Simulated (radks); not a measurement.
Xe+, 53 electrons, occupied as [Kr] 4d10 5s2 5p5 (the NIST ground configuration).

Calculated with a radial shooting solver on a logarithmic mesh with Libxc functionals: scalar-relativistic Kohn-Sham, Slater X-alpha with alpha = 0.728, spin-unpolarised, spherical densities, finite nucleus; Fermi nuclear charge, rms radius 4.7859 fm.

Energy parts (eV):
| part | energy |
|---|---|
| total | -202769.553 |
| kinetic | 213273.449 |
| electron-nucleus | -490264.277 |
| Hartree | 79433.672 |
| exchange | -5212.398 |

Orbitals (lengths in bohr, moments of r in powers of bohr; r(max) is where P^2 peaks):
orbital,occ.,eigenvalue (eV),<r^4>,r(max),<r^2>,<r>
1s,2,-34386.28,2.437e-06,0.01717,0.0009645,0.02667
2s,2,-5367.052,0.0004119,0.09699,0.01549,0.1146
2p,6,-4821.657,0.0002978,0.07775,0.01227,0.1002
3s,2,-1106.762,0.01748,0.2789,0.1073,0.3064
3p,6,-930.3138,0.01828,0.2727,0.1073,0.3042
3d,10,-667.7406,0.01572,0.2254,0.09298,0.2804
4s,2,-207.7357,0.4913,0.6598,0.5783,0.7155
4p,6,-151.6615,0.6679,0.6917,0.6635,0.7632
4d,10,-69.7656,1.338,0.7457,0.8899,0.8730
5s,2,-28.8439,20.77,1.601,3.709,1.813
5p,5,-16.6301,46.40,1.858,5.407,2.178

The highest occupied level is 5p at -16.630 eV. The electron density at the nucleus is 2.798e+05 e/bohr^3 (large components only). Summed over all electrons, <r^2> = 50.38 bohr^2, which gives a Langevin (diamagnetic) susceptibility term of -39.9 x 10^-6 cm^3/mol. The density falls to 0.001 e/bohr^3 at r = 4.11 bohr. For comparison, the ionisation energy in NIST's Atomic Spectra Database is 20.975 eV (semi-empirical). In exact Kohn-Sham theory the highest level is minus the ionisation energy, but local and semilocal functionals leave it too shallow, through self-interaction and a potential that decays too fast; potentials with the right tail come closer.

Beside tabulated values, note that spin-unpolarised runs miss the spin-polarisation part of the exchange energy of open shells.
